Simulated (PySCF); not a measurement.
## How methods differ on the ionisation energy of Nd⁴⁶⁺

Nd⁴⁶⁺ [Ne] 3s2 3p2 (3P) → Nd⁴⁷⁺ [Ne] 3s2 3p1 (2P), as a difference of total energies. All numbers are calculated (PySCF 2.14, the spin-free X2C one-electron Hamiltonian (Gaussian nucleus), in an uncontracted even-tempered set (18 s from 9.6 bohr⁻², ratio 2.5; 12 p from 12 bohr⁻², ratio 2.5; 4 d from 50 bohr⁻², ratio 2.7; 4 f from 74 bohr⁻², ratio 2.7)). Correlated levels: outer shells: 1s2 frozen; virtual orbitals above 40 to 60 times the deepest correlated orbital energy dropped. The calculations carry no spin-orbit coupling.

```json
{"method": "UHF", "ionisation energy (eV)": "3811.8"}
{"method": "LDA", "ionisation energy (eV)": "3812.9"}
{"method": "PBE", "ionisation energy (eV)": "3813.8"}
{"method": "PBE0", "ionisation energy (eV)": "3813.6"}
{"method": "r2SCAN", "ionisation energy (eV)": "3814.1"}
{"method": "TPSSh", "ionisation energy (eV)": "3813.7"}
{"method": "BHandHLYP", "ionisation energy (eV)": "3813.8"}
{"method": "MP2 (outer shells)", "ionisation energy (eV)": "3812.3"}
{"method": "SCS-MP2 (outer shells)", "ionisation energy (eV)": "3812.1"}
```

Spin-orbit coupling is strong in these open shells (close to jj coupling). The scalar numbers leave it out and a first-order estimate fails, so it can dominate the gap to the real levels.

Breit and QED terms and the two-electron picture change are absent.

For comparison: 3891 ± 4 eV (theoretical estimate listed by NIST; NIST Atomic Spectra Database, ionization energies).
